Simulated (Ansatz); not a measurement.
All values below come from Ansatz (a program for electronic structure) with frozen-core CCSD(T)/cc-pVTZ // PBE0-D4/def2-TZVP. The restricted HF reference is unstable towards unrestricted orbitals.

Ansatz 0.2 input:
```yaml
crystal:
  periodic: [false, false, false]
  atoms:
    - { symbol: C, position_ang: [2.443584, -0.615249, -0.635894] }
    - { symbol: C, position_ang: [1.419958, -0.032076, -0.366878] }
    - { symbol: Si, position_ang: [-0.083899, 0.828899, 0.117939] }
    - { symbol: Si, position_ang: [-1.964234, -0.210515, 0.203606] }
    - { symbol: H, position_ang: [3.344642, -1.129466, -0.880852] }
    - { symbol: H, position_ang: [-0.017949, 2.287257, -0.119534] }
    - { symbol: H, position_ang: [-3.151471, 0.52407, 0.698767] }
    - { symbol: H, position_ang: [-1.987469, -1.6653, 0.477572] }
basis:
  gaussian: { orbitals: cc-pVTZ }
correlation:
  method: ccsd_t
```

Output:

```
Functional definition: HF
1066 factors; integrals over basis functions are off by at most 1.2e-3 eV
mean field evaluation 1: about -17843.6376 eV, gradient 2.7e1 eV
mean field evaluation 2: about -17843.9954 eV, gradient 2.7e1 eV
mean field evaluation 4: about -17846.6322 eV, gradient 3.2e0 eV
mean field evaluation 8: about -17846.6866 eV, gradient 3.0e-1 eV
mean field evaluation 16: about -17843.6366 eV, gradient 2.7e1 eV
mean field evaluation 32: about -17839.6119 eV, gradient 9.8e0 eV
mean field -17846.68704216 eV, -655.8536518805 hartree, gradient 6.8e-6 eV, S^2 0.000000; 1 other end points of the search recorded, 0 dependent functions left out; unrestricted orbitals would lower it
mean field evaluation 64: about -17846.8787 eV, gradient 7.4e-2 eV
12 core orbitals not correlated
reference -17846.68704216 eV, -655.8536518805 hartree; 10, 10 occupied and 162, 162 virtual orbitals, 1066 factors
second order -14.56280930 eV of doubles, -0.00000000 eV of singles
cycle   1  -14.97806701 eV  change   -4.2e-1 eV  update   1.1e-1
cycle   2  -15.52444962 eV  change   -5.5e-1 eV  update   3.9e-2
cycle   3  -15.63293618 eV  change   -1.1e-1 eV  update   1.9e-2
cycle   4  -15.63209123 eV  change    8.4e-4 eV  update   5.7e-3
cycle   5  -15.63343270 eV  change   -1.3e-3 eV  update   2.5e-3
cycle   6  -15.63335327 eV  change    7.9e-5 eV  update   7.4e-4
cycle   7  -15.63326552 eV  change    8.8e-5 eV  update   2.8e-4
cycle   8  -15.63334603 eV  change   -8.1e-5 eV  update   1.2e-4
cycle   9  -15.63330663 eV  change    3.9e-5 eV  update   4.3e-5
cycle  10  -15.63327233 eV  change    3.4e-5 eV  update   1.7e-5
cycle  11  -15.63327304 eV  change   -7.1e-7 eV  update   6.6e-6
perturbative correction -0.86523852 eV, -0.0317969292 hartree
Total energy: -17863.18555372 eV, -656.4599609972 hartree
```

Cost: about 60 core-seconds (a rough figure).
